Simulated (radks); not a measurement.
Question: Spherical quantum dot in the effective-mass picture: electrons in a parabolic well V = omega^2 r^2 / 2 with omega = 0.585, with a point charge +1 (a donor) at the centre, all in effective atomic units (hartree* = m*/eps^2 hartree, bohr* = eps/m* bohr), one dielectric constant everywhere. Calculated with a radial shooting solver with Libxc functionals: non-relativistic Kohn-Sham, PBE, spin-polarised, spherical densities. Levels are named by radial order and angular momentum (1s, 1p, 1d, 2s, ...), and open shells are averaged over m. Results are scaled to m* = 0.026 and eps = 17.4, for which hartree* = 2.337 meV and bohr* = 35.41 nm. At N = 7 the configuration is 1s2 1p(up 3, down 2). Does electron 8 go into 2s down or 1p down or 2s up?

Answer: Into 1p down. The total energies of the other choices lie higher by 0.610 meV (2s up), 0.643 meV (2s down).
